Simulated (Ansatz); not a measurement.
WI, multiplicity 6 (lowest of 2S+1 = 2, 4, 6, 8 at CCSD(T)/def2-TZVPP on PBE0 minima; our sources give no spin for the ground state, which may be another), most abundant isotopes (183.9509 and 126.9045 u). Constants from fifth-degree fits in 1/R to seven points on the lowest solution found; no spin–orbit coupling, no relativity up to Kr; ω_e x_e and α_e move by some per cent with the fit.

Correlated levels freeze the inner cores; with def2 sets outer-core shells near the valence are correlated too.

Programs: Ansatz (Gaussian orbitals). Each number belongs to the level named beside it. In def2 rows elements past Kr take small-core potentials, without spin–orbit coupling.

```csv
level,r_e (Å),ω_e (cm⁻¹),ω_e x_e (cm⁻¹),α_e (cm⁻¹)
PBE/def2-TZVPP,2.6174,196.5,0.386,8.37e-5
CCSD(T)/def2-TZVPP,2.6165,203.7,0.358,7.74e-5
```

Q: Derive the rotational constants, the centrifugal constant, the fundamental, the zero-point energy and the force constant.

A: 
μ = 75.09664 u.
- PBE/def2-TZVPP: B_e = 16.8576/(μ r_e²) = 0.032766 cm⁻¹; B₀ = B_e − α_e/2 = 0.032724 cm⁻¹; D = 4B_e³/ω_e² = 3.64e-09 cm⁻¹; fundamental ω_e − 2ω_e x_e = 196 cm⁻¹; zero-point energy ω_e/2 − ω_e x_e/4 = 98 cm⁻¹; k = μ(2πcω_e)² = 171 N/m
- CCSD(T)/def2-TZVPP: B_e = 16.8576/(μ r_e²) = 0.032789 cm⁻¹; B₀ = B_e − α_e/2 = 0.032751 cm⁻¹; D = 4B_e³/ω_e² = 3.40e-09 cm⁻¹; fundamental ω_e − 2ω_e x_e = 203 cm⁻¹; zero-point energy ω_e/2 − ω_e x_e/4 = 102 cm⁻¹; k = μ(2πcω_e)² = 184 N/m

Ansatz is a program for electronic structure.
